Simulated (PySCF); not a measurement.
## From computed data to an observable: oscillator strength and radiative lifetime

B(F)(Et)(vinyl) (C₄H₈BF), SMILES C=CB(F)CC.

Geometry: PBE0-D3(BJ)/def2-SVP. One conformer was computed; it need not be the lowest.

TDA-ωB97X/def2-SVPD (PySCF 2.14.0) puts the first singlet state with f over 0.02 at 6.97 eV (vertical), with the transition dipole (-1.070, 0.323, -1.097) in atomic units.

Task: Find the oscillator strength, the wavelength and the radiative lifetime that this transition would have in vacuum if emission retraced absorption.

Result: 
|μ|² = 2.4526 au, so |μ| = 3.98 D. ΔE = 6.97/27.211 = 0.2561 hartree. f = (2/3) ΔE |μ|² = 0.419 (the program prints 0.419).
λ = 1239.84/6.97 = 178 nm; ν = 56217 cm⁻¹.
Einstein's coefficient A = 0.6670 ν² f s⁻¹ (ν in cm⁻¹) = 8.8e8 s⁻¹, so τ = 1/A = 1.1 ns. This state is S2; the lower singlet has f = 0.000. The figure is the radiative limit of this one transition; relaxation, internal conversion, crossing to triplets and a medium change what is measured.
